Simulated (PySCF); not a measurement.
Sound and unsound settings

Molecule: SMILES C=N[C@@H]1[C@@H]2C=CC[C@@H]21, C$_{7}$H$_{9}$N; geometry GFN2-xTB.

Bonds (- single, = double, # triple, : aromatic): C1=N2, N2-C3, C3-C4, C4-C5, C5=C6, C6-C7, C7-C8, C8-C3, C8-C4. C1 carries H9, H10; C3 carries H11; C4 carries H12; C5 carries H13; C6 carries H14; C7 carries H15, H16; C8 carries H17. Stereochemistry as in C=N[C@@H]1[C@@H]2C=CC[C@@H]21. H10 is cis to C3; H15 is cis to C3 on the ring; H9 is trans to C3; H16 is trans to C3 on the ring.

All runs: PySCF 2.14.0 with density-fitted response routines, non-relativistic, gas phase unless a solvent (IEF-PCM) is named; grid level 2, GIAOs and SCF threshold 1e-9 unless changed. The yardstick, PBE0/pcSseg-1, gives these isotropic shieldings σ (ppm, equivalent atoms averaged): C1 34.5, C6 44.9, C5 52.6, C4 145.9, C8 155.4, H10 23.76, H9 24.52.

Q: What do these inputs give? (1) solvent methanol; PBE0/6-31G-J; grid level 3; conv 1e-11; (2) X3LYP/3-21G; aux def2-universal-jkfit; (3) X3LYP/6-31G; damp 0.1; (4) PBE/pcSseg-1; level_shift 0.1

A: 
```
run    outcome  functions  wall time    C1    C6    C5     C4     C8    H10     H9
  1  converged        132       24 s  35.7  51.9  59.9  152.0  161.3  24.27  25.13
  2  converged         90        7 s  75.2  83.4  90.7  167.6  175.5  24.90  25.60
  3  converged         90       12 s  57.2  65.6  74.0  156.2  164.8  24.66  25.50
  4  converged        181       31 s  33.0  42.7  50.2  137.5  147.6  23.56  24.48
```

Times are on 1 thread of an AMD EPYC 9R14, shared host.

Q: Comment on the technical settings and failures.

A: 
- Run 2: The functional and orbital basis differ from the yardstick's, which in itself moves the values. With 90 functions the basis is far too small for magnetic properties. The other auxiliary basis adds little: it changes only the density-fitting error.
- Run 3: The functional and orbital basis differ from the yardstick's, which in itself moves the values. The damping changes the path of the SCF (20 cycles), not the solution, provided the same state is reached. With 90 functions the basis is far too small for magnetic properties.
- Run 4: The functional differs from the yardstick's, which in itself moves the values. The level shift changes the path of the SCF (11 cycles), not the solution, provided the same state is reached.

Runs 2, 3 were set up unsoundly or failed; their numbers aren't to be quoted as properties of the molecule.
